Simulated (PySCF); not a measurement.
F₃H₃Si₂, SMILES F[SiH]([SiH2]F)F.

Geometry optimised at ωB97X-D3(BJ)/def2-SVP. The values are those of a single conformer.

Two levels are set side by side: TDDFT-PBE/def2-SVPD (PySCF) and TDDFT-PBE0/def2-SVPD (PySCF). Vertical, same geometry. The lowest singlet is HOMO→LUMO 99 % with PBE and HOMO→LUMO 98 % with the other functional; states are paired by order. Differences are taken from unrounded values.

```
quantity                               TDDFT-PBE
-------------------------------------  ---------
lowest singlet excitation (eV)              5.62
lowest triplet excitation (TDA) (eV)        4.95
first bright state (f over 0.05) (eV)       7.86
its oscillator strength                     0.19
```

Question: These are the TDDFT-PBE values. What does TDDFT-PBE0 give? (An estimate is asked for; the answer gives what the named calculation found.)

Answer: 
```
quantity                               TDDFT-PBE0  TDDFT-PBE minus TDDFT-PBE0
-------------------------------------  ----------  --------------------------
lowest singlet excitation (eV)               6.14                       -0.53
lowest triplet excitation (TDA) (eV)         5.32                       -0.37
first bright state (f over 0.05) (eV)        8.59                       -0.73
its oscillator strength                      0.14                        0.05
```

Functionals without exact exchange tend to place singlet excitations lower, as here. Differences between two approximate levels are no errors against the true value.

Rough cost on one machine, each run with all the roots and properties that it gave: TDDFT-PBE0 against TDDFT-PBE about 3 times.
